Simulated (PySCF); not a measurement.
Cartesian coordinates in Å; atom numbers follow the order of the lines, from 1:
```xyz
14

N     2.3074   -0.2580   -0.1035
C     0.9387   -0.0805   -0.0416
C     0.3805    1.1996   -0.0843
C    -0.9924    1.3623   -0.0763
C    -1.8486    0.2720   -0.0268
C    -1.2840   -0.9921    0.0152
Cl   -2.3160   -2.3801    0.0808
C     0.0852   -1.1840    0.0085
H     2.8654    0.5266    0.1884
H     2.6548   -1.1369    0.2415
H     1.0316    2.0657   -0.1284
H    -1.4087    2.3627   -0.1086
H    -2.9230    0.3932   -0.0197
H     0.4875   -2.1895    0.0387
```

Non-relativistic Hamiltonian, in vacuum, a single conformation, fast rotation and ring inversion assumed for equivalent nuclei. σ from GIAO-B97-2/pcSseg-2; PBE0-D3(BJ)/def2-TZVP structure; PySCF 2.14.

**Question.** Predict the 2D correlation tables (HSQC, COSY, HMBC).

**Answer.** 

HSQC (one-bond C–H):
```tsv
δH	δC
7.25 (H12)	137.1 (C4)
6.85 (H13)	123.8 (C5)
6.73 (H14)	119.2 (C8)
6.52 (H11)	116.0 (C3)
```

COSY cross peaks (H two or three bonds apart, from the bond graph; peaks can be absent where the dihedral angle is near 90°):
```tsv
δH	δH
7.25 (H12)	6.85 (H13)
7.25 (H12)	6.52 (H11)
```

HMBC (two and three bonds, from the bond graph):
```tsv
δH	δC
7.25 (H12)	155.4 (C2), 149.0 (C6), 123.8 (C5), 116.0 (C3)
6.85 (H13)	149.0 (C6), 137.1 (C4), 119.2 (C8), 116.0 (C3)
6.73 (H14)	155.4 (C2), 149.0 (C6), 123.8 (C5), 116.0 (C3)
6.52 (H11)	155.4 (C2), 137.1 (C4), 123.8 (C5), 119.2 (C8)
```

Chemical shifts δ = σref − σ; $^{1}$H and $^{13}$C against TMS, all at this level.

OH and NH positions are those of a molecule without intermolecular hydrogen bonds; in solution they move with solvent, concentration and temperature, and exchange usually removes their couplings. Carbons that carry Cl, above all several Cl atoms, come out too deshielded, partly because spin–orbit coupling is missing. Shifts are as computed. Against solution values, carbons near 30 ppm lie about +3 ppm off and those near 130 ppm about +7 ppm; carbons on Cl a further +5 ppm. Of 1211 compounds with measured shifts, 218 miss one by over three times the rms of a fit or turn the order of signals round; such compounds aren't used in these exercises.
